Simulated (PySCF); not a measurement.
A PySCF script (with the pyscf-properties extension) for the NMR shieldings of SMILES CC#[C][AlH][C]#CCC1CC1, C9H11Al, on a GFN2-xTB geometry:

```python
import basis_set_exchange as bse
import numpy as np
from pyscf import gto, dft
from pyscf.prop import nmr

atoms = """
C     5.910818   -0.248446    0.514430
C     4.523630    0.108840    0.722233
C     3.358338    0.411804    0.897990
Al    1.481723    0.831982    1.149196
C    -0.026027   -0.140024    0.412864
C    -0.973329   -0.748985   -0.048103
C    -2.112151   -1.459200   -0.596152
C    -3.329878   -0.569732   -0.788598
C    -3.617917    0.552203    0.160313
C    -3.174515    0.849528   -1.240812
H     6.045969   -0.645365   -0.492201
H     6.546147    0.629385    0.635407
H     6.215070   -1.007102    1.236373
H     1.144227    2.060595    2.024480
H    -1.825567   -1.893507   -1.561480
H    -2.369212   -2.284531    0.078261
H    -4.182176   -1.117644   -1.174891
H    -2.911851    0.732638    0.956737
H    -4.644717    0.747606    0.430218
H    -2.172786    1.228113   -1.379254
H    -3.894717    1.251165   -1.937485
"""
names = dict.fromkeys(["C", "Al", "H"], "pcSseg-1")
basis = {el: gto.basis.parse(bse.get_basis(n, elements=[el], fmt="nwchem")) for el, n in names.items()}
mol = gto.M(atom=atoms, basis=basis, charge=0, verbose=0)
mf = dft.RKS(mol, xc="PBE0")
mf.grids.level = 2
mf.grids.alignment = dft.numint.BLKSIZE   # the property module wants whole blocks of grid points
mf.conv_tol = 1e-9
mf.kernel()

calc = nmr.RKS(mf)   # GIAO
C = mf.mo_coeff
Co = C[:, mf.mo_occ > 0]
resp = mf.gen_response(singlet=True, hermi=2)
def vind(x):   # induced exchange potential for any number of trial vectors
    d = np.einsum("pi,xij,qj->xpq", C, 2 * x.reshape(-1, C.shape[1], Co.shape[1]), Co, optimize=True)
    return np.einsum("xpq,pi,qj->xij", resp(d - d.transpose(0, 2, 1)), C, Co, optimize=True).ravel()
mo1, _ = nmr.rhf.solve_mo1(calc, with_cphf=vind)
sigma = calc.kernel(mo1)
for i, s in enumerate(sigma):   # ppm
    print("%2d %-2s %9.2f" % (i, mol.atom_pure_symbol(i), np.trace(s) / 3))
```

**Question.** What are the results?

**Answer.** 
```
 0 C     180.34
 1 C      69.49
 2 C      91.99
 3 Al    380.86
 4 C      89.05
 5 C      68.95
 6 C     162.11
 7 C     178.34
 8 C     183.49
 9 C     183.47
10 H      29.60
11 H      29.61
12 H      29.61
13 H      27.27
14 H      28.75
15 H      28.77
16 H      31.04
17 H      30.89
18 H      31.34
19 H      31.09
20 H      31.36
```

These numbers come from an equivalent density-fitted implementation of the same equations, which agrees with the script to about 0.01 ppm for H and up to a few tenths of a ppm for heavy atoms, so last digits may differ.

Size and cost of the density-fitted run: 232 basis functions, 39 s wall time on 1 thread of an Intel Xeon 6975P-C, shared host; peak memory 0.97 GiB.
